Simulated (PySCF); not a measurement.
WH3, SMILES [WH3] (connectivity only; charge and spin as stated), neutral, multiplicity 4.

The structure is a stationary point at PBE-D3(BJ)/def2-TZVPD. The multiplicity is an assumed one; other spin states were not compared. The def2 effective core potentials stand for the cores of W; spin–orbit coupling is left out.

All values below come from CAM-B3LYP/def2-TZVPD in PySCF.

Isolated molecule, no solvent.

total energy: -68.70480 hartree
point group: C3v
α spin, highest occupied and lowest empty level: -7.73 and -1.08 eV
β spin, highest occupied and lowest empty level: -10.11 and -0.80 eV
dipole moment: 1.71 D
quadrupole, principal values (traceless, Buckingham form, about the centre of nuclear charge): -1.19, -1.19, 2.38 D·Å
mean static polarisability: 52.5 bohr³ (7.78 Å³)
polarisability, principal values: 51.3, 51.3, 54.7 bohr³
⟨S²⟩: 3.770 (pure state 3.75)
